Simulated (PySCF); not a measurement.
ScF₂, SMILES [F][Sc][F] (connectivity only; charge and spin as stated), neutral, multiplicity 2.

Coordinates come from a PBE-D3(BJ)/def2-TZVP optimisation. The spin state was assumed, not searched. The isomer is the one that the SMILES or the coordinates give; other isomers of the formula were not compared.

Method: PBE/def2-TZVPD in PySCF.

Gas-phase values at a fixed geometry.

Task: Estimate the frontier levels, dipole moment and polarisability. (Estimate from the structure and the level; the computed values follow.)

Result: 
```json
{
  "α spin, highest occupied and lowest empty level": "-4.19 and -3.43 eV",
  "β spin, highest occupied and lowest empty level": "-9.15 and -2.96 eV",
  "dipole_moment": "2.96 D",
  "quadrupole, principal values (traceless, Buckingham form, about the centre of nuclear charge)": "-7.39, 3.03, 4.36 D·Å",
  "mean_static_polarisability": "90.7 bohr³ (13.44 Å³)",
  "polarisability_principal_values": "58.2, 100.3, 113.6 bohr³",
  "⟨S²⟩": "0.751 (pure state 0.75)"
}
```
